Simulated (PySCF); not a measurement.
## Energy of Ru⁺ (ruthenium, charge +1) between two integer charges

The 4d beta orbital of [Kr] 4d7 is emptied in steps (occupation f), with all orbitals relaxed, ending at [Kr] 4d6. Computed with PySCF 2.14 in def2-SVP with the def2 core potential (28 electrons), with a scalar-relativistic core potential. The exact energy is a straight line in f; departures are measured from the line between the end points of the same method.

**Question.** Among BHandHLYP, wB97X, MN15, which shows the largest delocalisation error (convex curve), and which is closest to linear?

**Answer.** Most convex: MN15 (-0.730 eV at f = 0.5); closest to linear: wB97X (-0.298 eV).

```csv
f,BHandHLYP (eV),wB97X (eV),MN15 (eV)
1,0.000,0.000,0.000
0.9,-0.180,-0.101,-0.260
0.7,-0.428,-0.243,-0.610
0.5,-0.518,-0.298,-0.730
0.3,-0.443,-0.257,-0.615
0.1,-0.193,-0.109,-0.263
0,0.000,0.000,0.000
```

```json
{"method": "BHandHLYP", "E(f=0) − E(f=1) (eV)": "16.580", "−ε at f=1 (eV)": "14.596", "−ε at f=0.5 (eV)": "16.536"}
{"method": "wB97X", "E(f=0) − E(f=1) (eV)": "16.744", "−ε at f=1 (eV)": "15.639", "−ε at f=0.5 (eV)": "16.701"}
{"method": "MN15", "E(f=0) − E(f=1) (eV)": "16.777", "−ε at f=1 (eV)": "13.904", "−ε at f=0.5 (eV)": "16.762"}
```

Reference removal energy between the ground levels: 16.76 ± 0.06 eV (semi-empirical (NIST evaluation); NIST Atomic Spectra Database, ionization energies). The calculation has no spin-orbit coupling. The determinant left behind need not be the lowest term of the ion.
